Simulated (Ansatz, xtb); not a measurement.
# Two isomers of C3H10FNSi

We compare a, `CC(C)N[SiH2]F`, a singlet, with b, `CC(C)[Si@H](N)F`, a singlet. Both are isolated molecules in the gas phase, relaxed with PBE0-D3(BJ)/def2-SVP, each in the lowest conformer that the search found.

Task: Estimate which is lower in electronic energy at CCSD(T)/def2-SVP + ΔMP2/def2-TZVPP, and by roughly how much.

Result: The CCSD(T)/def2-SVP + ΔMP2/def2-TZVPP calculation puts structure b lower, by 12.2 kcal/mol.

The same difference at several levels:

```json
{"level": "PBE0-D3(BJ)/def2-SVP", "geometry": "PBE0-D3(BJ)/def2-SVP", "E(b) − E(a) (kcal/mol)": "−11.0", "departure from the last row (kcal/mol)": "+1.2", "job, with rough time for the two": "optimisation, 75 s"}
{"level": "HF/def2-SVP", "geometry": "PBE0-D3(BJ)/def2-SVP", "E(b) − E(a) (kcal/mol)": "−8.7", "departure from the last row (kcal/mol)": "+3.6", "job, with rough time for the two": "part of the CCSD(T) run"}
{"level": "MP2/def2-SVP", "geometry": "PBE0-D3(BJ)/def2-SVP", "E(b) − E(a) (kcal/mol)": "−9.6", "departure from the last row (kcal/mol)": "+2.6", "job, with rough time for the two": "part of the CCSD(T) run"}
{"level": "CCSD(T)/def2-SVP", "geometry": "PBE0-D3(BJ)/def2-SVP", "E(b) − E(a) (kcal/mol)": "−8.5", "departure from the last row (kcal/mol)": "+3.7", "job, with rough time for the two": "single point"}
{"level": "CCSD(T)/def2-SVP + ΔMP2/def2-TZVPP", "geometry": "PBE0-D3(BJ)/def2-SVP", "E(b) − E(a) (kcal/mol)": "−12.2", "departure from the last row (kcal/mol)": "", "job, with rough time for the two": "single point, 50 s"}
```

As drawn, b has 1 C–Si, 1 N–H in place of 1 C–N, 1 Si–H.

The levels shown agree on the order. The largest departure from CCSD(T)/def2-SVP + ΔMP2/def2-TZVPP is that of CCSD(T)/def2-SVP, 3.7 kcal/mol. Levels run at GFN2-xTB geometries aren't shown. The last row adds to CCSD(T) the change of the MP2 difference between the two basis sets, here −3.7 kcal/mol, a large step that makes the value less sure.

With thermal terms from frequencies at re-optimised GFN2-xTB minima (ideal gas, soft modes damped towards free rotors, one conformer each, 298.15 K, 1 atm): on the last row, ΔE + ΔZPE = −11.4, ΔH = −11.1, ΔG = −11.6 kcal/mol.

The correlated steps freeze 10 core orbitals. Mirror images aren't counted in ΔG. Run with Ansatz 0.2.0, xtb 6.7.1; the last row on 4 threads of Arm Neoverse V2 on a shared host.
